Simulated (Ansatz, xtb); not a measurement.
# Two isomers of ClH3OSiTe

We compare X, `O[Si@H](Cl)[TeH]`, a singlet, with Y, `O[SiH2][Te]Cl`, a singlet. Both are isolated molecules in the gas phase, relaxed with PBE0-D3(BJ)/def2-SVP; the shapes shown needn't be the lowest conformers.

X (Å):

```xyz
7

Cl   -1.9315    2.6886    0.0982
O    -0.6097   -0.0336    0.7153
Si   -1.5367    0.7243   -0.4234
Te   -3.7496   -0.3842   -0.5245
H    -0.8206    0.7639   -1.7273
H     0.3244    0.2020    0.7385
H    -3.0289   -1.8439   -0.8795
```

Y (Å):

```xyz
7

Cl    0.2357    1.0373    1.4425
O     0.5192   -1.8566   -0.2793
Si   -1.0411   -1.3528   -0.4936
Te   -1.0469    1.1696   -0.5914
H     1.0030   -1.3549    0.3903
H    -1.9295   -1.7494    0.6349
H    -1.5469   -1.8663   -1.7934
```

Quicker runs give these differences E(Y) − E(X): GFN2-xTB +26.2 kJ/mol; HF/STO-3G +63.3 kJ/mol (at GFN2-xTB geometries); r2SCAN-D4/def2-SVP +111.2 kJ/mol (at GFN2-xTB geometries).

**Question.** Estimate E(Y) − E(X) at the level CCSD(T)/def2-SVP + ΔMP2/def2-TZVPP.

**Answer.** Calculated at CCSD(T)/def2-SVP + ΔMP2/def2-TZVPP: E(Y) − E(X) = +113.5 kJ/mol, so structure X lies lower.

The same difference at several levels:

```
                             level              geometry  E(Y) − E(X) (kJ/mol)  departure from the last row (kJ/mol)  job, with rough time for the two
                          GFN2-xTB              GFN2-xTB                   +26.2                                 −87.4               optimisation, 1.3 s
                         HF/STO-3G              GFN2-xTB                   +63.3                                 −50.2               single point, 6.3 s
                r2SCAN-D4/def2-SVP              GFN2-xTB                  +111.2                                  −2.3                single point, 15 s
              PBE0-D3(BJ)/def2-SVP  PBE0-D3(BJ)/def2-SVP                  +107.4                                  −6.1             optimisation, 4.7 min
                       HF/def2-SVP  PBE0-D3(BJ)/def2-SVP                  +110.6                                  −3.0           part of the CCSD(T) run
                      MP2/def2-SVP  PBE0-D3(BJ)/def2-SVP                  +120.6                                  +7.1           part of the CCSD(T) run
                  CCSD(T)/def2-SVP  PBE0-D3(BJ)/def2-SVP                  +111.8                                  −1.7                      single point
CCSD(T)/def2-SVP + ΔMP2/def2-TZVPP  PBE0-D3(BJ)/def2-SVP                  +113.5                                                   single point, 1.7 min
```

As drawn, Y has 1 Cl–Te, 1 Si–H in place of 1 Cl–Si, 1 Te–H.

None of the levels shown reverses the order. The largest departure from CCSD(T)/def2-SVP + ΔMP2/def2-TZVPP is that of GFN2-xTB, 87.4 kJ/mol. The last row adds to CCSD(T) the change of the MP2 difference between the two basis sets, here +1.7 kJ/mol.

With harmonic frequencies from PBE0-D3(BJ)/def2-SVP (ideal gas, rigid rotor, one conformer each, 1000 K, 1 atm): on the last row, ΔE + ΔZPE = +117.1, ΔH = +114.9, ΔG = +119.1 kJ/mol.

The correlated steps freeze 15 core orbitals; the filled d shell of Te is correlated, in a basis made for valence electrons. Atoms past krypton carry core potentials in the def2 sets, other sets are all-electron and non-relativistic, and no spin–orbit term is included. Run with Ansatz 0.2.0, xtb 6.7.1; the last row on 1 thread of Intel(R) Xeon(R) Processor @ 2.50GHz (Skylake/Cascade Lake) on a shared host.
